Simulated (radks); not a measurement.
Results of a calculation; reference values are marked as such.
Correlation energies from several functionals, in hartree. Species: Pd [Kr] 4d10; F2+ [He] 2s2 2p3. Level of theory: non-relativistic Kohn-Sham, exchange-only LDA, spin-polarised, spherical densities, point nucleus (a radial shooting solver on a logarithmic mesh with Libxc functionals). Every spin shell is full or empty, so the densities are truly spherical. Functionals are evaluated on that one density, not self-consistently.

PW92: Pd -4.3376; F2+ -0.48556
VWN5: Pd -4.3566; F2+ -0.48838
PBE: Pd -2.4092; F2+ -0.19345
P86: Pd -2.7305; F2+ -0.21337
PW91: Pd -2.6025; F2+ -0.21715
OP (B88): Pd -2.2444; F2+ -0.22002
TPSS: Pd -2.4110; F2+ -0.19886
r2SCAN: Pd -2.4311; F2+ -0.19696
